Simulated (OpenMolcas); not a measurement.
## F IV: CASPT2 settings compared

```yaml
Program: OpenMolcas 26.06
Basis: ANO-R3 [4s4p2d1f]
Scalar_Hamiltonian: X2C, finite nucleus
Active_space: 2 electrons in 3 orbitals (2p)
State_averaging: 2S+1 = 3 even, 3 roots; 2S+1 = 1 even, 6 roots
Spin-orbit_coupling: state interaction with AMFI integrals over the reference wave functions, term energies averaged over their components
```

Methods on the same reference wave functions:
A. CASSCF
B. SS-CASPT2, IPEA 0.4 Eh, sigma1 regulariser 0.15 Eh (closed shells correlated: 1s 2s)
C. SS-CASPT2, IPEA 0.6 Eh, real shift 0.25 Eh (closed shells correlated: 2s)
D. XMS-CASPT2, IPEA 0.3 Eh, imaginary shift 0.3 Eh (closed shells correlated: 2s)

Energies in cm⁻¹ above 2s² 2p² ³P₀, the measured ground level; measured values from Moore, Atomic Energy Levels, vol. I, NSRDS-NBS 35 (1971 reprint of NBS Circular 467, 1949).

```tsv
Level	A	B	C	D	Measured
2s² 2p² ³P₀	0.0	0.0	0.0	0.0	0.0
2s² 2p² ³P₁	220	221	221	221	225
2s² 2p² ³P₂	647	648	648	648	613
2s² 2p² ¹D₂	27831	25700	25570	25690	25241
2s² 2p² ¹S₀	68461	58000	58210	59080	53544
```

Deviations, from unrounded energies. A percentage is the sum of absolute deviations over the sum of measured energies, with the sign that they share, or ± where signs differ.

```tsv
Against measurement	Levels	A	B	C	D
mean absolute deviation (cm-1)	4	4400	1200	1300	1500
fine structure of the ground term (%)	2	±4.6	±4.6	±4.6	±4.6
other terms of the ground configuration (%)	2	+22.2	+6.2	+6.3	+7.6
```

B, C lie about equally close to measurement and A furthest from it. The largest miss of B in the table is 2s² 2p² ¹S₀, by +4500 cm-1. The ranking rests on the paired levels alone, and a cruder setting can come out closer through cancelling errors.

Among B to D the level of the table that moves most is 2s² 2p² ¹S₀, by 1100 cm-1 (lowest in B, highest in D). Moves below CASPT2's spread within the term are not significant.

The mean deviations of B to D differ by less than CASPT2's widest spread within a term (470 cm-1), so their order carries little weight.

From A to B the spin-free energies of the other terms of 2s² 2p² shown, above ³P, scale by factors of 0.85 to 0.92.

The lowest spin-free term lies below A's lowest term by 0.100 hartree in B, 0.086 hartree in C, 0.094 hartree in D.

CASPT2 does not keep the components of a term degenerate, so their means are used; among the terms shown or strongly mixed into the levels shown the widest spread is 470 cm-1 (2s² 2p² ¹D, D). With the s shell closed, the reference lacks s² → p² mixing. Computed and measured levels are paired by configuration, term and J; levels that our copy of the source lacks, or whose pairing is in doubt (as where it misses far off the trend of its configuration), stay unpaired and out of the deviations. Only configurations of the active space appear.
